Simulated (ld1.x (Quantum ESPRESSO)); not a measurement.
# Reading a pseudo-wave (aluminium)

Columns: radius, all-electron u(r) and pseudo u(r) of the 2p shell (level -104.13 eV) of aluminium in the configuration [He] 2s2 2p6 3s0 3p0; PBE, non-relativistic, PAW scheme, ld1.x (Quantum ESPRESSO) 7.5.

```csv
r (bohr),all-electron,pseudo
0.057,0.1563,0.0246
0.115,0.4503,0.0973
0.172,0.7296,0.2080
0.230,0.9539,0.3487
0.288,1.1085,0.5033
0.345,1.1980,0.6535
0.402,1.2362,0.7885
0.460,1.2348,0.8988
0.518,1.2039,0.9743
0.575,1.1538,1.0115
0.632,1.0911,1.0136
0.690,1.0196,0.9848
0.747,0.9458,0.9338
0.805,0.8700,0.8677
0.862,0.7967,0.7967
0.920,0.7248,0.7249
0.977,0.6577,0.6577
1.035,0.5937,0.5937
1.092,0.5352,0.5352
1.150,0.4802,0.4802
1.208,0.4299,0.4299
1.265,0.3847,0.3847
1.322,0.3436,0.3436
1.380,0.3057,0.3057
1.438,0.2716,0.2716
1.495,0.2414,0.2414
```

Question: How many radial nodes do the two functions have?

Answer: The all-electron 2p function has n − l − 1 = 0; the pseudo-wave has 0.

Question: At about which radius was the pseudo-wave matched?

Answer: 0.95 bohr. The columns agree to 0.0005 from 0.86 bohr on; several derivatives are matched, so the curves merge somewhat inside the radius.

Question: Is the pseudo-wave norm-conserving?

Answer: No, it belongs to a PAW set: the norm inside the radius is not constrained, and the difference is carried by the augmentation charge.
